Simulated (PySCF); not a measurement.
SMILES CC(C)B(F)C(C)C (C6H14BF), singlet (GFN2-xTB optimised geometry):

```
22

B     -0.249    -0.495     0.000
F     -0.830    -1.684    -0.075
C      1.347    -0.495     0.000
C      2.005     0.838     0.361
C      1.853    -0.968    -1.376
H      1.682    -1.243     0.729
H      3.088     0.738     0.371
H      1.741     1.604    -0.365
H      1.683     1.172     1.345
H      1.420    -1.931    -1.634
H      2.937    -1.065    -1.367
H      1.580    -0.250    -2.146
C     -1.208     0.781     0.000
C     -2.423     0.591     0.917
C     -1.690     1.019    -1.443
H     -0.682     1.684     0.322
H     -3.088     1.449     0.852
H     -2.978    -0.300     0.631
H     -2.105     0.478     1.952
H     -0.849     1.212    -2.105
H     -2.362     1.875    -1.479
H     -2.225     0.146    -1.812
```

Computed with CAM-B3LYP/def2-SVP (PySCF).

### Question
What are the frontier orbital energies and the dipole moment?

### Answer
HOMO-2 -10.78 eV, HOMO-1 -10.61 eV, HOMO -9.07 eV, LUMO 1.12 eV, LUMO+1 2.38 eV; dipole moment 0.97 D.

Meta-Löwdin charges at CAM-B3LYP/def2-SVP: B1 0.45, F2 -0.27, C3 -0.17, C4 -0.28, C5 -0.28, H6 0.09, H7 0.09, H8 0.09, H9 0.09, H10 0.10, H11 0.09, H12 0.09, C13 -0.17, C14 -0.28, C15 -0.27, H16 0.09, H17 0.09, H18 0.09, H19 0.09, H20 0.09, H21 0.09, H22 0.09.
